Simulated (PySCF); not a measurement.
A search over the determinants of TeO

Unrestricted PBE0; PySCF, scalar-relativistic core potentials, basis sets Te def2-SVP with ECP28, O def2-SVP. Outer shells of the fragments: Te 4d10 5s2 5p4; O 2s2 2p4.

Followed along the bond (rough minima from three points):

| 2Ms+1 | unpaired | ⟨S²⟩ at the start | R at minimum (Å) | Te (eV) |
| --- | --- | --- | --- | --- |
| 3 | π ↑↑ | 2.01 | 1.85 | 0.00 |
| 1 | π ↑↓ | 1.01 | 1.85 | 0.29 |
| 1 | none | 0.00 | 1.85 | 1.15 |
| 5 | σ ↑, π ↑↑↑ | 6.01 | none in the scan | ≤ 3.40 |

Solutions found at the starting distance of 1.920 Å, counted from the lowest of them; the search is not exhaustive and high or unbound solutions are not listed, so other states can lie among these:

```
2Ms+1  unpaired   term  E (eV)  ⟨S²⟩  ⟨Lz²⟩  μ (D)
    3      π ↑↑    ³Σ⁻    0.00  2.01   0.00  -2.99
    1      π ↑↓  mixed    0.29  1.01   2.01  -3.04
    1      none  mixed    1.15  0.00   2.00  -3.12
    3      π ↑↑  mixed    2.33  2.01   2.01  -1.59
    3  σ ↑, π ↑     ³Π    3.57  2.01   1.01  -2.28
    3  σ ↑, π ↑     ³Π    3.67  2.01   1.00  -2.22
```

A term symbol is given only where ⟨S²⟩ and ⟨Lz²⟩ are close to those of a pure state; real π, δ and φ orbitals otherwise mix terms. A positive dipole means Te(−)O(+).

Spin–orbit coupling is left out. Counting both spins, an empty level lies below a filled one in some of these solutions, because spin and occupation are held.
